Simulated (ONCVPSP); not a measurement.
# How hard is this Eu (Z = 63) ONCV potential?

```json
{
  "Element": "europium (Eu)",
  "Generator": "ONCVPSP 4.0.1",
  "Type": "optimised norm-conserving Vanderbilt (ONCV)",
  "Functional": "LDA (Perdew-Wang 92)",
  "Relativity": "scalar-relativistic",
  "Frozen core": "[Kr] 4d10 4f6",
  "Valence charge": "11",
  "Reference configuration": "5s2 5p6 (charge +3)",
  "Partial waves": "5s: rc 1.40 bohr, ncon 3, nbas 6, qcut 4.1 1/bohr, 2 projectors, debl 1.2 Ha; 5p: rc 1.70 bohr, ncon 4, nbas 8, qcut 4.9 1/bohr, 2 projectors, debl 3.8 Ha; d scattering state at 0.38 Ha: rc 1.40 bohr, ncon 4, nbas 8, qcut 7.4 1/bohr, local",
  "Local potential": "the d channel",
  "Core correction": "Teter function, parameters optimised by the program"
}
```

In the s channel the program set the typed energies aside and used -2.688, 0.250 Ha. In the d channel the program set the typed energies aside and used 0.050 Ha.

Q: For each optimised wave give the share of its norm inside rc, the residual kinetic energy above qcut (Ha) and the cutoffs (Ha) for errors of 10, 1, 0.1 and 0.01 mHa per electron.

A:

| wave | norm inside rc | residual KE | 10 mHa | 1 mHa | 0.1 mHa | 0.01 mHa |
| --- | --- | --- | --- | --- | --- | --- |
| 5s | 0.584 | 4.1e-02 | 22.9 | 48.2 | 99.3 | not reached |
| s projector 2 | 0.031 | 1.4e-02 | 9.0 | 23.2 | 47.9 | 98.8 |
| 5p | 0.648 | 3.1e-03 | 7.4 | 30.5 | 67.9 | 82.0 |
| p projector 2 | 0.036 | 3.5e-03 | 7.4 | 16.3 | 51.5 | 85.5 |
| d projector 1 | 0.058 | 1.9e-04 | 6.2 | 8.9 | 53.3 | 119.3 |

The occupied waves need 48 Ha and 99 Ha for 1 and 0.1 mHa. 2 of 4 tests not solved or not reliable.
